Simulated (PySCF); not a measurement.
C₉H₆N₄, SMILES C12=NC=CC3=NC=CC(N31)=NC=C2. Geometry optimised at r2SCAN-D4/def2-SVP.

These are r2SCAN-D4/def2-SVP run with PySCF 2.14.0 values and carry that method's errors.

Harmonic wavenumbers (cm⁻¹): 130, 130, 220, 237, 455, 457, 457, 482, 482, 504, 504, 593, 651, 715, 715, 803, 824, 824, 824, 840, 840, 848, 990, 990, 994, 1064, 1064, 1085, 1122, 1122, 1230, 1236, 1236, 1285, 1303, 1303, 1380, 1429, 1429, 1524, 1568, 1617, 1618, 1687, 1687, 3162, 3162, 3162, 3241, 3241, 3241. Rotational constants (GHz): 1.167, 1.167, 0.5834; symmetry number 3.

Problem. Work out the zero-point energy and the ideal-gas rigid-rotor harmonic-oscillator thermochemistry at 298.15 K and 1 atm.

Solution. ZPE = ½ Σ hcν = ½ × 61705 cm⁻¹ = 88.21 kcal/mol. H − E(el) = 94.00 kcal/mol. Entropy in cal/(mol K): translation 41.30, rotation 28.20, vibration 18.33, total 87.83. G − E(el) = 67.82 kcal/mol. Cp = 36.51 cal/(mol K). Modes under 150 cm⁻¹ make the vibrational entropy uncertain.
